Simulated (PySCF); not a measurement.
A structure optimised at ωB97X-D3(BJ)/def2-SVP, used in a PySCF frequency run:

```
N
C 1 1.4511
H 2 1.1021 1 110.88
H 2 1.1076 3 107.59 1 -122.31
H 2 1.1077 3 107.61 4 -115.34
C 1 1.4511 2 112.98 3 -179.85
H 6 1.1021 1 110.88 2 179.85
H 6 1.1076 7 107.59 1 122.31
H 6 1.1077 7 107.61 8 115.34
Be 1 1.5021 2 123.51 3 0.40
Se 10 2.0311 6 152.27 7 1.56
H 11 1.4682 10 92.24 6 -91.57
```

Write its SMILES, formula and point group.

C[N](C)[Be][SeH], C2H7BeNSe, Cs

What are its rotational constants (standard atomic weights)?

9.0369, 1.0155, 0.93088 GHz
